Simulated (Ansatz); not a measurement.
KF2⁻, 3 atoms. Hardware: 4 threads of Arm Neoverse V2 on a shared host.

Correlated methods freeze 7 core orbitals; core or outer-core shells of K are correlated, in sets that lack core-valence functions.

How many basis functions does each of these Ansatz runs have, and roughly what does it cost? ωB97M-V/def2-TZVPD, charge -1 quintet, energy, from earlier orbitals; LDA (SPW92)/def2-TZVPD, charge -1 singlet, energy, from earlier orbitals; PBE with 35 % exact exchange/def2-TZVPD, charge -1 triplet, energy, from earlier orbitals; HSE06-D4/def2-TZVPD, charge -1 triplet, energy, from earlier orbitals; r2SCAN0-D4/def2-TZVPD, charge -1 quintet, energy, from earlier orbitals; PBE with 5 % exact exchange/def2-TZVPD, charge -1 triplet, energy, from earlier orbitals; ωB97M-V/def2-TZVPD, charge -1 singlet, energy, from earlier orbitals; r2SCAN-D4/def2-TZVPD, charge 0 doublet at the geometry of the charge -1 singlet, energy, from earlier orbitals; MP2/def2-TZVPD, charge -1 singlet, energy, from earlier orbitals; PBE with 35 % exact exchange/def2-TZVPD, charge -1 singlet, energy, from earlier orbitals; r2SCAN-D4/def2-TZVPD, charge -1 quintet, energy, from earlier orbitals; LDA (SPW92)/def2-TZVPD, charge -1 quintet, energy, from earlier orbitals.

Other jobs shared the machine, so times can vary by a factor of up to 3. A dash marks memory too small to be measured apart from the calling script's.

```tsv
run	functions	fitting or Cholesky vectors	wall time	peak host memory (GiB)
LDA (SPW92)/def2-TZVPD, charge -1 singlet, energy, from earlier orbitals	116	724	0.35 s	–
MP2/def2-TZVPD, charge -1 singlet, energy, from earlier orbitals	116	859	0.35 s	–
PBE with 35 % exact exchange/def2-TZVPD, charge -1 singlet, energy, from earlier orbitals	116	814	0.7 s	–
LDA (SPW92)/def2-TZVPD, charge -1 quintet, energy, from earlier orbitals	116	724	1.9 s	–
ωB97M-V/def2-TZVPD, charge -1 singlet, energy, from earlier orbitals	116	741	2.1 s	–
PBE with 5 % exact exchange/def2-TZVPD, charge -1 triplet, energy, from earlier orbitals	116	724	2.7 s	–
HSE06-D4/def2-TZVPD, charge -1 triplet, energy, from earlier orbitals	116	769	3.1 s	–
PBE with 35 % exact exchange/def2-TZVPD, charge -1 triplet, energy, from earlier orbitals	116	814	3.1 s	–
r2SCAN-D4/def2-TZVPD, charge 0 doublet at the geometry of the charge -1 singlet, energy, from earlier orbitals	116	724	4.6 s	–
r2SCAN-D4/def2-TZVPD, charge -1 quintet, energy, from earlier orbitals	116	724	6.5 s	–
r2SCAN0-D4/def2-TZVPD, charge -1 quintet, energy, from earlier orbitals	116	769	7.5 s	–
ωB97M-V/def2-TZVPD, charge -1 quintet, energy, from earlier orbitals	116	741	47 s	–
```
